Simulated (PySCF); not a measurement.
# One molecule, several mistakes: BClH3NSi

Calculated results; nothing here was measured. The program is PySCF 2.14.0, an open-source quantum chemistry code, run on an isolated molecule that a program drew, which may never have been made. The molecule is BClH3NSi (charge 0, singlet), drawn as the SMILES string `BN=[SiH]Cl`.

Each row is a Hartree-Fock (HF) and frozen-core CCSD(T) single point in the cc-pV(D+d)Z basis, meant for a local HF minimum. Run 1 is clean. Each other run has one planted mistake out of seven kinds, and not every kind appears here: one electron removed, one electron added, multiplicity raised by two, geometry at a saddle point, minimal basis STO-3G, one bond length entered in bohr, all coordinates scaled. The reference is restricted for singlets and unrestricted otherwise, and also for a bond in bohr. Adding or removing an electron swaps singlet and doublet. Electrons count all cores. HOMO and LUMO are orbital energies over both spins, the gradient is its largest component, and the lowest frequency (negative if imaginary) is given only where the gradient is small. Bond lengths are over the 6 bonds as drawn. T1 is the CCSD diagnostic: over 0.02 (restricted) or 0.045 (unrestricted) a single reference is doubtful.

Geometry of the clean run:
```xyz
7
BClH3NSi, angstrom
B     0.2507   -0.4432    0.0063
N     0.7195   -0.2398    1.3016
Si    1.3125   -0.0951    2.7169
Cl    2.8434   -1.2000    3.4643
H    -0.6389   -1.2299   -0.2022
H     0.7231    0.1739   -0.9156
H     0.8767    0.8477    3.7396
```

```
run  electrons  basis functions  <S^2>  HOMO (eV)  LUMO (eV)  gradient (hartree/bohr)  lowest frequency (cm^-1)  mean bond (Å)  longest bond (Å)      T1  HF (hartree)  CCSD(T) (hartree)                          mistake
  1         46               89  0.000     -10.01       1.84                  2.4e-05                        98         1.4722             2.030  0.0167    -829.37025         -829.90226                         no fault
  2         46               89  0.000     -10.02       1.12                  5.4e-05                      -267         1.4817             2.022  0.0143    -829.35544         -829.88384       geometry at a saddle point
  3         46               89  1.105      -9.62      -1.10                  2.4e-02                         -         1.7733             3.837  0.0350    -829.24634         -829.75187  one bond length entered in bohr
  4         47               89  0.772       0.16       8.02                  9.4e-02                         -         1.4722             2.030  0.0165    -829.33262         -829.87365               one electron added
  5         46               89  2.038      -6.32      -0.39                  1.6e-01                         -         1.4722             2.030  0.0261    -829.26172         -829.75819                                ?
  6         46               89  0.000      -9.85       1.17                  6.7e-02                         -         1.6003             2.207  0.0203    -829.31791         -829.86909                                ?
```

**Which mistake was planted in run 5, and what did it cost?**

Electrons, basis and geometry are unchanged, and <S^2> is 2.038, beside S(S+1) = 2.00 for a multiplicity of 3. So the mistake is: multiplicity raised by two. Subtracting run 1 and multiplying by 627.51 kcal/mol a hartree, the energy moved by 68.1 kcal/mol in HF and 90.4 kcal/mol in CCSD(T).

**Which mistake was planted in run 6, and what did it cost?**

The mean and the longest bond both change by the same factor, 1.087, and the gradient is no longer small. So the mistake is: all coordinates scaled. Subtracting run 1 and multiplying by 627.51 kcal/mol a hartree, the energy moved by 32.8 kcal/mol in HF and 20.8 kcal/mol in CCSD(T).

Cautions from the logs. Run 4: the HOMO is above zero, so the electron isn't bound and the energy depends on the basis; run 6: T1 is over the limit, so its CCSD(T) energy is less reliable.
